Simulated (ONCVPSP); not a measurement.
W (Z = 74), ONCV: configuration errors across variants

W, optimised norm-conserving Vanderbilt (ONCV), made with ONCVPSP 4.0.1 (LDA (Perdew-Wang 92), scalar-relativistic). Core [Kr] 4d10 4f14 5s2, reference 5p6 5d4 6s1 6p1. Waves: 6s: rc 2.70 bohr, ncon 5, nbas 9, qcut 1.9 1/bohr, 2 projectors, debl 3.1 Ha; 5p+6p: rc 1.75 bohr, ncon 4, nbas 8, qcut 9.8 1/bohr, 3 projectors, debl 0.9 Ha; 5d: rc 2.10 bohr, ncon 4, nbas 9, qcut 7.6 1/bohr, 2 projectors, debl 1.3 Ha; f scattering state at 0.18 Ha: rc 2.15 bohr, ncon 5, nbas 10, qcut 5.5 1/bohr, 3 projectors, debl 1.8 Ha. Local part: polynomial inside 1.45 bohr (lpopt 5, dvloc0 6 Ha). Core correction: none.

All-electron excitation energies from the reference (eV): (1) 5p6 5d4 6s2 6p0 -4.571; (2) 5p6 5d4 6s1 6p0 4.554; (3) 5p6 5d4 6s0 6p0 20.573; (4) 5p6 5d3 6s2 6p0 4.487.

A true bound ghost makes a file unfit for plane-wave use even where its test errors are small: the radial tests pick states by their node count and pass the ghost by.

Errors AE − PS in meV (a dash: test not solved or not reliable):

```json
{"change": "base", "(1)": "-1.7", "(2)": "-1.4", "(3)": "-7.8", "(4)": "-22", "bound ghosts": "f", "GHOST(+) flags above zero": "s"}
{"change": "d: rc 1.54", "(1)": "-1.6", "(2)": "-1.4", "(3)": "-7.6", "(4)": "-21", "bound ghosts": "f", "GHOST(+) flags above zero": "s"}
{"change": "d: rc 1.8", "(1)": "-1.7", "(2)": "-1.4", "(3)": "-7.8", "(4)": "-21", "bound ghosts": "f", "GHOST(+) flags above zero": "s"}
{"change": "d: rc 2.04", "(1)": "-1.7", "(2)": "-1.4", "(3)": "-7.8", "(4)": "-22", "bound ghosts": "f", "GHOST(+) flags above zero": "s"}
{"change": "d: rc 2.4", "(1)": "-1.7", "(2)": "-1.4", "(3)": "-7.7", "(4)": "-21", "bound ghosts": "f", "GHOST(+) flags above zero": "s"}
{"change": "d: rc 2.78", "(1)": "-1.5", "(2)": "-1.4", "(3)": "-7.0", "(4)": "-16", "bound ghosts": "f", "GHOST(+) flags above zero": "s"}
```

Task: Give the same row for: d: rc 2.98.

Result: -1.3, -1.3, -5.9, -1.6; bound ghosts: f; GHOST(+) flags above zero: s.
